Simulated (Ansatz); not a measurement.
The first iterations of a band of CH6BNSi (10 atoms, charge 0, multiplicity 1).

The calculation used RKS PBE-D4/def2-SVP (Ansatz).

```yaml
movable_images: 5
climbing_image: yes
spring: 5.0 eV/Å²
optimiser: quadratic models (default)
start_path: through a guess of the saddle point
force_threshold: 0.05 eV/Å
iteration_limit: 60
end_points: relaxed
```

Initial state:

```xyz
10
Properties=species:S:1:pos:R:3
N -1.544 0.454 -1.048
B -0.385 0.169 -0.344
C 0.370 -1.051 0.282
Si 1.173 0.649 0.750
H -1.834 1.403 -1.285
H -2.188 -0.271 -1.380
H -0.125 -1.695 1.034
H 1.008 -1.650 -0.398
H 1.048 1.094 2.180
H 2.561 0.847 0.211
```

Final state:

```xyz
10
Properties=species:S:1:pos:R:3
N -1.548 0.455 -1.039
B -0.373 0.165 -0.364
C 0.366 -1.052 0.282
Si 1.177 0.649 0.739
H -2.208 -0.267 -1.343
H -1.831 1.404 -1.287
H -0.138 -1.711 1.015
H 1.032 -1.635 -0.386
H 1.026 1.132 2.154
H 2.581 0.810 0.231
```

| iteration | highest image above the first end (eV) | largest band force component (eV/Å) |
| --- | --- | --- |
| 1 | 27.645 | 121.697 |
| 2 | 16.183 | 65.393 |
| 3 | 10.030 | 28.492 |
| 4 | 8.673 | 12.050 |
| 5 | 6.423 | 11.467 |
| 6 | 4.402 | 7.024 |
| 7 | 3.382 | 3.901 |
| 8 | 4.175 | 5.670 |
| 9 | 3.432 | 3.390 |

Does the band converge within its limit, and where does its top end?

It converged. It ended after 28 iterations with the highest image 1.103 eV above the first end. A vibrational analysis at the climbing image gives one clearly imaginary mode, 527i cm⁻¹: a first-order saddle point.

The run took 12 min on 1 thread of Intel(R) Xeon(R) Processor @ 2.50GHz (Skylake/Cascade Lake) (shared host), peak memory 0.13 GiB.
